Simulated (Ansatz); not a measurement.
Reaction (SMILES): [SiH3][PH] (SiH3-PH) → [PH-][SiH3] (an electron is taken up)
B3LYP-D3(BJ)/def2-TZVP geometries, fixed; electronic energies without zero-point terms; positive where energy is released.

Basis-set convergence of the adiabatic electron affinity at r2SCAN with Ansatz (a program for electronic structure). Cartesian d functions, on some or all atoms, in 6-31G*, 6-31+G*, 6-31G**, 6-311G**, 6-311+G**; all else is spherical. The program fits the integrals of some runs and decomposes those of others, by size. Open shells are unrestricted. No added dispersion term, no relativity. Functions are those of the species that has most. Reference: the value in aug-pcseg-3, 1.751 eV, itself unsure by roughly 0.009 eV (its mean distance from aug-cc-pV(Q+d)Z, def2-QZVPPD). Deviations are taken from unrounded values.

| basis | functions | adiabatic electron affinity (eV) | minus reference (eV) |
|---|---|---|---|
| STO-3G | 22 | -3.963 | -5.714 |
| 3-21G | 34 | 1.508 | -0.243 |
| 6-31G | 34 | 1.495 | -0.256 |
| 6-31G* | 46 | 1.496 | -0.254 |
| 6-31+G* | 54 | 1.710 | -0.040 |
| 6-31G** | 58 | 1.494 | -0.257 |
| 6-311G** | 78 | 1.738 | -0.013 |
| 6-311+G** | 86 | 1.738 | -0.013 |
| 6-311++G(2d,2p) | 110 | 1.735 | -0.016 |
| 6-311++G(3df,3pd) | 166 | 1.754 | 0.004 |

The smallest set listed that lies within 0.1 eV of the reference with all its larger relatives (same family, alike in diffuse functions; a set with none counts only in the reference's own line) is 6-31+G* (54 functions, -0.040 eV off). Inside, with no larger relative to test it: 6-311G**.
